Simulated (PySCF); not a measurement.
SeH: from constants to spectrum

UHF-CCSD(T) constants of SeH, ²Π (doublet), unpaired electrons π ↑ (basis H cc-pVTZ, Se cc-pVTZ-PP with ECP10; scalar-relativistic core potentials; PySCF 2.14; masses 1.0078 and 79.9165 u):

* ωe: 2454.3 cm⁻¹
* ωexe: 45.5 cm⁻¹
* Be: 7.9442 cm⁻¹
* αe: 0.225 cm⁻¹
* De to H + Se: 3.32 eV

Q: What force constant and bond length do these constants imply?

A: Reduced mass μred = 0.99527 u; k = 5.8918×10⁻⁷·μred·ωe² (u, cm⁻¹, mdyn/Å) = 3.53 mdyn/Å; Re = √(16.8576/(μred·Be)) (u, cm⁻¹, Å) = 1.460 Å.

Q: Estimate the centrifugal constant D from the Kratzer relation and find the Dunham coefficient a1.

A: D = 4Be³/ωe² = 0.000333 cm⁻¹; a1 = −1 − αeωe/(6Be²) = -2.46.

Correlated steps freeze 4 core orbitals. Spin–orbit coupling is left out. The state is the lowest determinant that a PBE0 search found; another state may lie lower at other levels.
